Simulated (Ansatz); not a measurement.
Ansatz (a first-principles code) input:

Ansatz 0.2 input:
```yaml
crystal:
  periodic: [false, false, false]
  atoms:
    - {symbol: C, position_ang: [2.36965666, -0.52471187, -0.39499928]}
    - {symbol: C, position_ang: [1.61081830, -0.36530381, 0.74606651]}
    - {symbol: C, position_ang: [0.26508297, -0.04705109, 0.81934645]}
    - {symbol: C, position_ang: [-0.66012680, 0.18680300, -0.33184450]}
    - {symbol: C, position_ang: [-1.32485858, 1.56589275, -0.21928067]}
    - {symbol: C, position_ang: [-1.72058644, -0.92316211, -0.40282830]}
    - {symbol: H, position_ang: [1.95412368, -0.40820624, -1.38628372]}
    - {symbol: H, position_ang: [3.41883872, -0.77489709, -0.32929383]}
    - {symbol: H, position_ang: [2.12142488, -0.50527830, 1.69471695]}
    - {symbol: H, position_ang: [-0.18282802, 0.03293998, 1.80563376]}
    - {symbol: H, position_ang: [-0.08872794, 0.16394360, -1.26251881]}
    - {symbol: H, position_ang: [-2.00048763, 1.73994006, -1.05962582]}
    - {symbol: H, position_ang: [-1.90957198, 1.63821663, 0.70139337]}
    - {symbol: H, position_ang: [-0.57969741, 2.36246614, -0.20756530]}
    - {symbol: H, position_ang: [-2.39759888, -0.75782730, -1.24409374]}
    - {symbol: H, position_ang: [-1.25593820, -1.90267630, -0.52226280]}
    - {symbol: H, position_ang: [-2.31945399, -0.94342238, 0.51113858]}
basis:
  gaussian:
    orbitals: cc-pVTZ
magnetization: {spin_polarized: true, initial_magnetization: 1}
correlation: {method: ccsd_t, electrons: outside_noble_gas}
```

**Question.** Which total energy does the run end on?

**Answer.** -234.75609 Eh (CCSD(T)/cc-pVTZ). The basis has 334 functions.

It need not be the lowest isomer of its formula.

The determinant is spin-contaminated: <S^2> is 0.95 against 0.75 for a pure state.
